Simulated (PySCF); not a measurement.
methylcyclobutane (C5H10), SMILES C1C(CC1)C. Geometry optimised at PBE-D3(BJ)/def2-SVP.

Computed equilibrium geometry at PBE-D3(BJ)/def2-SVP (PySCF confirms it by a frequency run) as bond lengths and angles, and its point group:
point group Cs.
Atoms: C1 C2 C3 C4 C5 H6 H7 H8 H9 H10 H11 H12 H13 H14 H15. Bond lengths (Å): C1–C2 1.520, C1–H6 1.110, C1–H7 1.111, C1–H8 1.110, C2–C3 1.555, C2–C5 1.555, C2–H9 1.112, C3–C4 1.550, C3–H10 1.109, C3–H11 1.111, C4–C5 1.550, C4–H12 1.109, C4–H13 1.108, C5–H14 1.111, C5–H15 1.109. Bond angles (°): C2–C1–H6 111.5, C2–C1–H7 110.9, C2–C1–H8 111.5, H6–C1–H7 107.6, H6–C1–H8 107.5, H7–C1–H8 107.6, C1–C2–C3 119.6, C1–C2–C5 119.6, C1–C2–H9 109.8, C3–C2–C5 88.0, C3–C2–H9 109.0, C5–C2–H9 109.0, C2–C3–C4 88.6, C2–C3–H10 118.2, C2–C3–H11 110.7, C4–C3–H10 118.5, C4–C3–H11 111.4, H10–C3–H11 108.3, C3–C4–C5 88.3, C3–C4–H12 111.6, C3–C4–H13 118.0, C5–C4–H12 111.6, C5–C4–H13 118.0, H12–C4–H13 108.2, C2–C5–C4 88.6, C2–C5–H14 110.7, C2–C5–H15 118.2, C4–C5–H14 111.4, C4–C5–H15 118.5, H14–C5–H15 108.3.
Charge 0, spin multiplicity 1.
